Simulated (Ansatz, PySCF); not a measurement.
Gas-phase reaction (SMILES): C[Si](C)(N)N → C[Si](C)([NH])N + H atom; the H-N bond at the site shown breaks (other sites are not compared here).

Structures are relaxed separately at B3LYP-D3(BJ)/def2-TZVP in Ansatz (a first-principles code), one conformer each, not searched for the lowest. Valence correlation only, unless marked. Open shells are spin-unrestricted. Spin-orbit coupling is left out. No relativistic terms. CBS marks a two-point X^-3 extrapolation of the correlation energy; Hartree-Fock from the larger set. Thermal terms are rigid-rotor harmonic-oscillator values from B3LYP-D3(BJ) frequencies (Ansatz or PySCF) at 298.15 K and 1 atm. 1 Eh = 627.5095 kcal/mol. Atoms have translation alone.

| species | E, CCSD(T)/CBS(cc-pV(T+d)Z,cc-pV(Q+d)Z) (Ansatz) (Eh) | E, PBE-D3(BJ)/def2-TZVPD (Ansatz + dftd3) (Eh) | H - E (Eh) |
|---|---|---|---|
| C[Si](C)(N)N | -480.69492 | -481.01537 | 0.13573 |
| C[Si](C)([NH])N | -480.00505 | -480.33435 | 0.12199 |
| H atom | -0.49995 | -0.49962 | 0.00236 |

Task: Work out ΔE and ΔH at 298.15 K at the first level, then ΔH at the second.

Result: 
1. ΔE = [(-480.00505) + (-0.49995)] - [(-480.69492)] = 0.18992 Eh = 119.2 kcal/mol at CCSD(T)/CBS(cc-pV(T+d)Z,cc-pV(Q+d)Z).
2. The terms H - E add up to -0.01138 Eh, so ΔH = (0.18992 + (-0.01138))×627.5095 = 112.0 kcal/mol.
3. At PBE-D3(BJ)/def2-TZVPD the same steps give ΔE = 113.8 and ΔH = 106.7 kcal/mol, a shift of -5.3 from the first level.
4. These values are not checked against measurement here, since the tables used lack a sound gas-phase enthalpy of formation for at least one species.
